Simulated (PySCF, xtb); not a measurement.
Ga(H)(Cl)(vinyl) (C2H4ClGa), SMILES C=[CH][GaH][Cl]. Other conformers were not sampled.

Harmonic wavenumbers (cm⁻¹) from GFN2-xTB run with xtb at its own minimum, in rising order: 84, 101, 254, 296, 369, 443, 478, 554, 920, 955, 1014, 1196, 1387, 1542, 1623, 2978, 3002, 3045.

What does PBE-D3(BJ)/def2-SVP run with PySCF give at its own minimum? (Estimate from the structure and the level; the computed values follow.)

110, 112, 298, 365, 393, 522, 561, 603, 961, 970, 1007, 1216, 1362, 1598, 1946, 3038, 3074, 3135. Paired by order, the mean absolute difference is 61 cm⁻¹ and the zero-point energies are 28.9 and 30.4 kcal/mol.
